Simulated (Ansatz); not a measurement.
The pair A = H2O (SMILES O) (first 3 atoms), B = CH2O (SMILES C=O); geometry from B3LYP-D3(BJ)/def2-TZVP.
(charge 0, multiplicity 1):
```xyz
7

O     -0.150     0.438    -0.115
H      0.492     0.168    -0.779
H     -0.524    -0.382     0.230
C     -0.002     0.572     2.699
O     -0.406    -0.548     2.859
H      1.077     0.812     2.700
H     -0.684     1.428     2.547
```

Frozen-core correlation. MP2 and its Hartree–Fock in aug-cc-pVQZ are density fitted.

Codes used: Ansatz (a quantum-chemistry and plane-wave program). 

The counterpoise-corrected interaction energy is E(AB) − E(A in the pair's basis) − E(B in the pair's basis). Total energies (hartree):

```json
[
 {"level": "HF/aug-cc-pVTZ", "AB": "-189.9773915", "A in the pair's basis": "-76.0602132", "B in the pair's basis": "-113.9141156"},
 {"level": "MP2/aug-cc-pVTZ", "AB": "-190.6501335", "A in the pair's basis": "-76.3292073", "B in the pair's basis": "-114.3164870"},
 {"level": "HF/aug-cc-pVQZ", "AB": "-189.9900210", "A in the pair's basis": "-76.0655257", "B in the pair's basis": "-113.9214467"},
 {"level": "MP2/aug-cc-pVQZ", "AB": "-190.7050015", "A in the pair's basis": "-76.3518645", "B in the pair's basis": "-114.3485168"},
 {"level": "CCSD(T)/aug-cc-pVTZ", "AB": "-190.6900750", "A in the pair's basis": "-76.3425510", "B in the pair's basis": "-114.3430564"}
]
```

Work out the counterpoise-corrected interaction energy at the basis-set limit: extrapolate the MP2 correlation part as X⁻³, take Hartree–Fock from the larger set, and add the CCSD(T) − MP2 difference of aug-cc-pVTZ.


1. Differences (1 hartree = 627.509 kcal/mol): HF/aug-cc-pVTZ -1.922; MP2/aug-cc-pVTZ -2.786; HF/aug-cc-pVQZ -1.913; MP2/aug-cc-pVQZ -2.899; CCSD(T)/aug-cc-pVTZ -2.803.
2. Correlation parts, MP2 less HF: -0.864 in aug-cc-pVTZ (X = 3), -0.986 in aug-cc-pVQZ (X = 4).
3. Limit (4³·(-0.986) − 3³·(-0.864))/(4³ − 3³) = -1.076; with HF/aug-cc-pVQZ it gives -2.989.
4. CCSD(T) less MP2 in aug-cc-pVTZ: -0.018.
Result: -3.01 kcal/mol, against -2.79 at MP2/aug-cc-pVTZ. It is an estimate of this method's limit, not of the exact value.
